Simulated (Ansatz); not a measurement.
Ansatz (a program for electronic structure) input (PBE0/def2-SVP):

Ansatz 0.2 input:
```yaml
crystal:
  periodic: [false, false, false]
  atoms:
    - {symbol: In, position_ang: [0.36842641, 0.01694694, -0.04125405]}
    - {symbol: F, position_ang: [-1.17184601, 1.14857724, -0.90537362]}
    - {symbol: F, position_ang: [-0.83403113, -1.24084394, 1.12997899]}
basis:
  gaussian:
    orbitals: def2-SVP
hamiltonian:
  xc: {name: PBE0}
total_charge: -1
```

Output:

```
Functional definition: PBE0
integrals: 0.01 GiB planned
595 factors; integrals over basis functions are off by at most 2.4e-4 eV
mean field: 0.15 GiB planned
mean field evaluation 1: about -10600.9069 eV, gradient 1.3e1 eV
mean field evaluation 2: about -10600.7710 eV, gradient 1.6e1 eV
mean field evaluation 4: about -10601.1665 eV, gradient 2.9e-1 eV
mean field evaluation 8: about -10601.2133 eV, gradient 2.1e-2 eV
mean field -10601.21325366 eV, -389.5874013116 hartree, gradient 5.2e-5 eV, S^2 0.000000; 0 other end points of the search recorded, 0 dependent functions left out
reference -10601.21328321 eV, -389.5874023975 hartree; 20, 20 occupied and 34, 34 virtual orbitals, 595 factors
Total energy: -10601.21328321 eV, -389.5874023975 hartree
```
